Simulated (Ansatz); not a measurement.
Start from `C[O][Ge][Cl]` and change one element to get `C[O][Ge][F]`.

Ansatz, PBE0-D4/def2-TZVP geometries, multiplicity 1. Each molecule was computed in one conformer, which needn't be the lowest.

Scalar relativity is left out up to krypton.

```json
{"property": "size of the dipole moment (PBE/def2-TZVPP) / D", "`C[O][Ge][Cl]`": "1.25"}
{"property": "size of the dipole moment (B3LYP/def2-TZVPP) / D", "`C[O][Ge][Cl]`": "1.24"}
{"property": "HOMO energy (B3LYP/def2-TZVPP) / eV", "`C[O][Ge][Cl]`": "-7.76"}
{"property": "LUMO energy (PBE0/def2-TZVPP) / eV", "`C[O][Ge][Cl]`": "-2.22"}
{"property": "LUMO energy (ωB97M-V/def2-TZVPP) / eV", "`C[O][Ge][Cl]`": "-0.26"}
{"property": "zero-point energy (PBE0-D4/def2-TZVP) / kJ/mol", "`C[O][Ge][Cl]`": "112.9"}
```

(1) Give the same properties after the change, and the shifts. (An estimate is asked.)

Results:

(1) The calculation gave: 
```tsv
property	`C[O][Ge][F]`	shift
size of the dipole moment (PBE/def2-TZVPP) / D	0.83	-0.42
size of the dipole moment (B3LYP/def2-TZVPP) / D	0.87	-0.37
HOMO energy (B3LYP/def2-TZVPP) / eV	-8.00	-0.24
LUMO energy (PBE0/def2-TZVPP) / eV	-1.92	0.30
LUMO energy (ωB97M-V/def2-TZVPP) / eV	0.07	0.33
zero-point energy (PBE0-D4/def2-TZVP) / kJ/mol	115.0	2.1
```

With PBE0 the HOMO falls by 0.22 eV and the LUMO rises by 0.30 eV, so the gap widens by about 0.52 eV. PBE moves the HOMO by -0.07 eV and ωB97M-V by -0.35 eV. Dipoles are sizes alone; their direction can turn.

B3LYP here is the variant with VWN-RPA as its local correlation; programs differ in this.
